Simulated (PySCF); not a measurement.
Molfile (atoms numbered from 1):
```
CH5BCl3N
     RDKit          3D

 11 10  0  0  0  0  0  0  0  0999 V2000
   -1.3319    0.1101   -0.0870 N   0  0  0  0  0  0  0  0  0  0  0  0
    0.0630   -0.5378   -0.5617 B   0  0  0  0  0  0  0  0  0  0  0  0
    1.1824    0.1733    0.3697 C   0  0  0  0  0  0  0  0  0  0  0  0
    2.7997   -0.4126   -0.0133 Cl  0  0  0  0  0  0  0  0  0  0  0  0
    1.1335    1.9713    0.1478 Cl  0  0  0  0  0  0  0  0  0  0  0  0
    0.8348   -0.1393    2.1201 Cl  0  0  0  0  0  0  0  0  0  0  0  0
   -1.4701   -0.0713    0.9121 H   0  0  0  0  0  0  0  0  0  0  0  0
   -1.2956    1.1265   -0.2128 H   0  0  0  0  0  0  0  0  0  0  0  0
   -2.1229   -0.2652   -0.6092 H   0  0  0  0  0  0  0  0  0  0  0  0
    0.0087   -1.7337   -0.3387 H   0  0  0  0  0  0  0  0  0  0  0  0
    0.2245   -0.2461   -1.7328 H   0  0  0  0  0  0  0  0  0  0  0  0
  1  2  1  0
  2  3  1  0
  3  4  1  0
  3  5  1  0
  3  6  1  0
  1  7  1  0
  1  8  1  0
  1  9  1  0
  2 10  1  0
  2 11  1  0
M  CHG  2   1   1   2  -1
M  END
```

Geometry: PBE0-D3(BJ)/def2-SVP; GIAO absolute shieldings from PySCF 2.14, gas phase, non-relativistic, averaged over equivalent atoms.

At PBE0/pcSseg-0 (76 basis functions, 7 s wall time on 1 thread of an Arm Neoverse V1, shared host):
| atoms | σ (ppm) |
| --- | --- |
| N1 | 231.8 |
| B2 | 120.8 |
| C3 | 55.7 |
| Cl4/Cl5/Cl6 | 568.0 |
| H10/H11 | 29.41 |
| H7/H8/H9 | 30.28 |

Task: Estimate the result of repeating the calculation with PBE0/def2-SVP.

Result: 
```json
{"atoms": "N1", "σ at PBE0/def2-SVP": "233.7", "change": "+1.9"}
{"atoms": "B2", "σ at PBE0/def2-SVP": "124.7", "change": "+3.9"}
{"atoms": "C3", "σ at PBE0/def2-SVP": "67.3", "change": "+11.6"}
{"atoms": "Cl4/Cl5/Cl6", "σ at PBE0/def2-SVP": "628.3", "change": "+60.3"}
{"atoms": "H10/H11", "σ at PBE0/def2-SVP": "29.18", "change": "-0.23"}
{"atoms": "H7/H8/H9", "σ at PBE0/def2-SVP": "28.23", "change": "-2.05"}
```

The largest change is at Cl4/Cl5/Cl6 (chlorine bonded to C). Cost: 121 basis functions, 12 s wall time on 1 thread of an Arm Neoverse V1, shared host.

A carbon bonded to boron is broadened by the quadrupolar boron nucleus and is often missing from a measured spectrum. Carbons that carry Cl, above all several Cl atoms, come out too deshielded, partly because spin–orbit coupling is missing.
